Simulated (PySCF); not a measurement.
# Excitation energy of Ir by level of theory

Ir [Xe] 4f14 5d7 6s2 (4F) → Ir [Xe] 4f14 5d8 6s1 (4F), as a difference of total energies. All numbers are calculated (PySCF 2.14, scalar relativity by spin-free X2C-1e, in ANO-RCC-VTZP). Correlated levels: valence: [Xe] 4f14 frozen. The calculations carry no spin-orbit coupling.

```json
{"method": "UHF", "excitation energy (eV)": "0.217"}
{"method": "MP2 (valence)", "excitation energy (eV)": "-0.003"}
{"method": "SCS-MP2 (valence)", "excitation energy (eV)": "0.074"}
{"method": "CCSD (valence)", "excitation energy (eV)": "0.161"}
{"method": "CCSD(T) (valence)", "excitation energy (eV)": "0.155"}
```

Task: How much does correlation contribute at CCSD(T) (valence)?

Result: 0.155 − (0.217) = -0.062 eV, measured against UHF.

Errors of the correlated levels include the incompleteness of this basis and the frozen core.

For comparison: 0.138 eV (measured; NIST levels, between the centres of gravity of the two terms).
